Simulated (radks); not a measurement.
Li, configuration 1s1.5 2s1 2p0.5 (fractional occupations, a model configuration).

Method: scalar-relativistic Kohn-Sham, PBEsol, spin-polarised, spherical densities, finite nucleus; open shells are filled with parallel spins first; Fermi nuclear charge, rms radius 2.444 fm; computed with a radial shooting solver on a logarithmic mesh with Libxc functionals.

Energy parts (Ry):
total: -12.81243
kinetic: 12.72829
electron-nucleus: -28.87694
Hartree: 6.22932
exchange-correlation: -2.89311

Orbitals (lengths in bohr, moments of r in powers of bohr; <r^-3> diverges for s and p1/2):
| orbital | occ. | eigenvalue (Ry) | <r^-3> |
|---|---|---|---|
| 1s up | 1 | -4.80270 | - |
| 1s down | 0.5 | -4.41360 | - |
| 2s up | 1 | -0.33656 | - |
| 2p up | 0.5 | -0.16778 | 0.1655 |

The highest occupied level is 2p up at -2.283 eV. The electron density at the nucleus is 11.62 e/bohr^3 (large components only). The density falls to 0.001 e/bohr^3 at r = 4.34 bohr. Summed over all electrons, <r^2> = 20.44 bohr^2, which gives a Langevin (diamagnetic) susceptibility term of -16.2 x 10^-6 cm^3/mol. Spin moment in Bohr magnetons: 2. The spin density at the nucleus is 4.323 e/bohr^3 (1s 3.985, 2s 0.338).
